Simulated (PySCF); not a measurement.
Correlation energy of Br¹⁹⁺ (bromine, charge +19)

[Ne] 3s2 3p4, high-spin 3P determinant. All numbers are calculated (PySCF 2.14, the spin-free X2C one-electron Hamiltonian (Gaussian nucleus), in an uncontracted even-tempered set (19 s from 1.5 bohr⁻², ratio 2.5; 12 p from 2 bohr⁻², ratio 2.5; 5 d from 11 bohr⁻², ratio 2.7; 4 f from 17 bohr⁻², ratio 2.7)). Frozen: 1s2; 14 electrons correlated; the 22 highest virtual orbitals of each spin left out.

```tsv
level	correlation energy (mhartree)
CCSD	-557.57
(T)	-2.42
CCSD(T)	-559.99
```

Diagnostics: T1 = 0.0015, D1 = 0.0071, largest double amplitude 0.030.

Task: Is a single reference adequate?

Result: Yes, within this model without spin-orbit coupling: T1 lies below 0.03 and no double amplitude reaches 0.07.

At this charge the one-electron X2C treatment keeps the bare 1/r₁₂, with no two-electron picture change or Breit term. The effect here is smaller than on the frozen 1s shell; and a scalar Hamiltonian misses the large spin-orbit splitting of the p shells, which matters for ns² → np² pairs.

Spin-orbit coupling is strong in this species, so the high-spin LS determinant is a model state.
